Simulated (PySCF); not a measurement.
A calculated (B2PLYP, PySCF 2.14, x2c-TZVPPall, scalar relativity by spin-free X2C-1e) atom or ion has these occupied shells.

```json
{"shell": "1s α", "electrons": "1", "orbital energy (eV)": "-13453.5", "rms radius, mean of both spins (bohr)": "0.0492"}
{"shell": "1s β", "electrons": "1", "orbital energy (eV)": "-13453.2", "rms radius, mean of both spins (bohr)": "0.0492"}
{"shell": "2s α", "electrons": "1", "orbital energy (eV)": "-1795.6", "rms radius, mean of both spins (bohr)": "0.205"}
{"shell": "2s β", "electrons": "1", "orbital energy (eV)": "-1795.3", "rms radius, mean of both spins (bohr)": "0.205"}
{"shell": "2p α", "electrons": "3", "orbital energy (eV)": "-1583.0", "rms radius, mean of both spins (bohr)": "0.183"}
{"shell": "2p β", "electrons": "3", "orbital energy (eV)": "-1582.8", "rms radius, mean of both spins (bohr)": "0.183"}
{"shell": "3s α", "electrons": "1", "orbital energy (eV)": "-272.16", "rms radius, mean of both spins (bohr)": "0.589"}
{"shell": "3s β", "electrons": "1", "orbital energy (eV)": "-271.40", "rms radius, mean of both spins (bohr)": "0.589"}
{"shell": "3p α", "electrons": "3", "orbital energy (eV)": "-203.75", "rms radius, mean of both spins (bohr)": "0.608"}
{"shell": "3p β", "electrons": "3", "orbital energy (eV)": "-203.21", "rms radius, mean of both spins (bohr)": "0.608"}
{"shell": "3d α", "electrons": "5", "orbital energy (eV)": "-90.190", "rms radius, mean of both spins (bohr)": "0.652"}
{"shell": "3d β", "electrons": "5", "orbital energy (eV)": "-89.794", "rms radius, mean of both spins (bohr)": "0.652"}
{"shell": "4s α", "electrons": "1", "orbital energy (eV)": "-37.404", "rms radius, mean of both spins (bohr)": "1.74"}
{"shell": "4p α", "electrons": "3", "orbital energy (eV)": "-21.948", "rms radius, mean of both spins (bohr)": "2.10"}
{"shell": "4p β", "electrons": "2", "orbital energy (eV)": "-18.881", "rms radius, mean of both spins (bohr)": "2.10"}
```

(1) Name the element and its charge.

Results:

(1) Br⁺ (bromine, charge +1), in [Ar] 3d10 4s1 4p5, high-spin 3P determinant (an excited configuration).
